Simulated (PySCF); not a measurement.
# What settings do to a single point of [BiS2]−

The sound run of [BiS2]− (singlet) uses PySCF 2.14.0, RKS r2SCAN, Bi def2-SVP with ECP60, S def2-SVP; non-relativistic Hamiltonian with scalar-relativistic core potentials where named; density fitting; no spin-orbit coupling, grid (50, 194), threshold 1e-8 Eh and 55 cycles, at the relaxed geometry:

```xyz
3

Bi    0.0000    0.0000   -0.4954
S     2.0157    0.0000    0.8414
S    -2.0157    0.0000    0.8414
```

There Bi1 has a Mulliken charge of 0.24 e and the dipole about the centre of mass is 5.50 D. Each run below changes one thing and starts from free metal ions and neutral atoms unless it says otherwise; with 55 cycles, smearing, a level shift and second-order steps follow where DIIS fails, and their cycles count. Energy shifts count from the sound run.

```tsv
change	outcome	cycles	energy shift (eV)	largest force component (eV/Å)	charge on Bi1 (e)	dipole about the centre of mass (D)
start from the bare core Hamiltonian, limit 65 cycles	converged	11	0.0000	0.00	0.23	5.50
spin (2S) set to 1, limit 76 cycles	refused	–	–	–	–	–
all coordinates × 1.12	converged	12	0.91	2.91	0.18	6.31
threshold 1e-06	converged	9	0.0000	0.00	0.24	5.50
```

**Question.** How does the run with this change end: grid (30, 86)?

**Answer.** outcome converged, cycles 10, energy shift (eV) 0.23, largest force component (eV/Å) 0.06, charge on Bi1 (e) 0.24, dipole about the centre of mass (D) 5.50.

Forces carry noise of the integration grid, about 0.01 to 0.03 eV/Å.

No frequency check is given that shows the relaxed geometry to be a minimum.
